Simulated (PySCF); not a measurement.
# `C[C@@H]1[C@H]2[C@@H]3[C@H]2[C@H]2[C@@H]3[C@]21F`, C$_{8}$H$_{9}$F

Molfile (atoms numbered from 1):
```
C8H9F
     RDKit          3D

 18 21  0  0  0  0  0  0  0  0999 V2000
    2.1226   -0.1684   -0.2693 C   0  0  0  0  0  0  0  0  0  0  0  0
    0.7012   -0.0032   -0.7950 C   0  0  2  0  0  0  0  0  0  0  0  0
   -0.0315    1.1725   -0.1954 C   0  0  1  0  0  0  0  0  0  0  0  0
   -1.5170    0.9291   -0.1325 C   0  0  2  0  0  0  0  0  0  0  0  0
   -0.6814    0.7963    1.1124 C   0  0  1  0  0  0  0  0  0  0  0  0
   -0.8223   -0.7280    1.0486 C   0  0  1  0  0  0  0  0  0  0  0  0
   -1.6603   -0.5954   -0.2017 C   0  0  2  0  0  0  0  0  0  0  0  0
   -0.2379   -1.0749   -0.2934 C   0  0  1  0  0  0  0  0  0  0  0  0
    0.0205   -2.3718   -0.6048 F   0  0  0  0  0  0  0  0  0  0  0  0
    2.7483    0.6539   -0.6081 H   0  0  0  0  0  0  0  0  0  0  0  0
    2.5476   -1.1032   -0.6271 H   0  0  0  0  0  0  0  0  0  0  0  0
    2.1176   -0.1821    0.8181 H   0  0  0  0  0  0  0  0  0  0  0  0
    0.7041    0.0323   -1.8885 H   0  0  0  0  0  0  0  0  0  0  0  0
    0.3437    2.1736   -0.3373 H   0  0  0  0  0  0  0  0  0  0  0  0
   -2.2731    1.6462   -0.3968 H   0  0  0  0  0  0  0  0  0  0  0  0
   -0.6607    1.3901    2.0082 H   0  0  0  0  0  0  0  0  0  0  0  0
   -0.9105   -1.4073    1.8756 H   0  0  0  0  0  0  0  0  0  0  0  0
   -2.5196   -1.1532   -0.5246 H   0  0  0  0  0  0  0  0  0  0  0  0
  1  2  1  0
  2  3  1  0
  3  4  1  0
  4  5  1  0
  5  6  1  0
  6  7  1  0
  7  8  1  0
  8  9  1  1
  8  2  1  0
  5  3  1  0
  8  6  1  0
  7  4  1  0
  1 10  1  0
  1 11  1  0
  1 12  1  0
  2 13  1  6
  3 14  1  1
  4 15  1  1
  5 16  1  1
  6 17  1  1
  7 18  1  1
M  END
```

Method used: GIAO KT3/pcSseg-1 magnetisability, rotational g tensor and spin-rotation constants, non-relativistic, gas phase in PySCF 2.14.0. Geometry: GFN2-xTB.

**Question.** How diamagnetic is it, and how anisotropic?

**Answer.** Isotropic -1445 × 10⁻³⁰ J/T², or -87.0 × 10⁻⁶ cm³/mol; principal values -1737, -1450, -1147 × 10⁻³⁰ J/T², anisotropy 511 × 10⁻³⁰ J/T² (root of half the summed squared differences of the principal values). The susceptibility is in cgs units.

**Question.** Split it along the inertial axes a, b, c into diamagnetic and paramagnetic parts about the centre of mass, with the quadrupole moment.

**Answer.** 
```tsv
axis	χ (10⁻⁶ cm³/mol)	diamagnetic (10⁻⁶ cm³/mol)	paramagnetic (10⁻⁶ cm³/mol)	summed x² of all electrons (Å²)	quadrupole Θ (D Å)
a	-89.2	-584.9	495.6	118.4	-2.05
b	-87.2	-671.4	584.2	98.0	+1.04
c	-84.5	-917.9	833.4	39.9	+1.01
```
Anisotropies 2χaa − χbb − χcc = -6.8 and 2χbb − χaa − χcc = -0.6 × 10⁻⁶ cm³/mol. Θ is traceless in Buckingham's convention.

**Question.** And the rotational g tensor?

**Answer.** 
| axis | rotational constant (GHz) | g | nuclear part | electronic part |
| --- | --- | --- | --- | --- |
| a | 2.5794 | -0.0021 | 0.5985 | -0.6006 |
| b | 2.1120 | -0.0056 | 0.5741 | -0.5797 |
| c | 1.4691 | -0.0057 | 0.5695 | -0.5752 |

Asymmetric top; isotopes 12C, 19F, 1H; no vibrational averaging.
